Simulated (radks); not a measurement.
The numbers below are computed, except where a source is named.
Species: Tb2+. Configuration: [Xe] 4f9.

Code: a radial shooting solver on a logarithmic mesh with Libxc functionals. Model: Dirac Kohn-Sham, LDA (Slater exchange, VWN5 correlation), spin-unpolarised, spherical densities, finite nucleus; open shells fill j = l - 1/2 first; Fermi nuclear charge, rms radius 5.06 fm.

Energy parts (hartree):
total: -11709.6298
kinetic: 12801.0301
electron-nucleus: -28800.1602
Hartree: 4538.6511
exchange-correlation: -249.1508

Orbitals (lengths in bohr, moments of r in powers of bohr; <r^-3> diverges for s and p1/2; r(max) is where P^2 peaks):
orbital  occ.  eigenvalue (hartree)  <r^-3>   r(max)      <r>
1s1/2       2             -1902.176       -  0.01365  0.02152
2s1/2       2             -315.6246       -  0.07773  0.09102
2p1/2       2             -300.1107       -  0.05860  0.07592
2p3/2       4             -272.7066   10440  0.06453  0.08286
3s1/2       2             -70.36606       -   0.2202   0.2392
3p1/2       2             -63.59736       -   0.2074   0.2288
3p3/2       4             -57.94263    2227   0.2199   0.2420
3d3/2       4             -46.22638   375.8   0.1742   0.2142
3d5/2       6             -44.99132   332.7   0.1778   0.2183
4s1/2       2             -14.31795       -   0.5052   0.5418
4p1/2       2             -11.66602       -   0.5088   0.5530
4p3/2       4             -10.40123   498.4   0.5357   0.5835
4d3/2       4              -6.02386   71.35   0.5421   0.6182
4d5/2       6              -5.79555   62.19   0.5508   0.6291
5s1/2       2              -2.26102       -    1.182    1.326
5p1/2       2              -1.54448       -    1.292    1.493
5p3/2       4              -1.38033   63.54    1.375    1.594
4f5/2       6              -0.64021   8.462   0.5525   0.8855
4f7/2       3              -0.61124   8.105   0.5579   0.9030

The highest occupied level is 4f7/2 at -16.633 eV. The electron density at the nucleus is 6.839e+05 e/bohr^3. The density falls to 0.001 e/bohr^3 at r = 3.43 bohr. Summed over all electrons, <r^2> = 38.86 bohr^2, which gives a Langevin (diamagnetic) susceptibility term of -30.8 x 10^-6 cm^3/mol. For comparison, the ionisation energy in NIST's Atomic Spectra Database is 21.82 eV (semi-empirical). In exact Kohn-Sham theory the highest level is minus the ionisation energy, but local and semilocal functionals leave it too shallow, through self-interaction and a potential that decays too fast; potentials with the right tail come closer.

Beside tabulated values, note that spin-unpolarised runs miss the spin-polarisation part of the exchange energy of open shells.
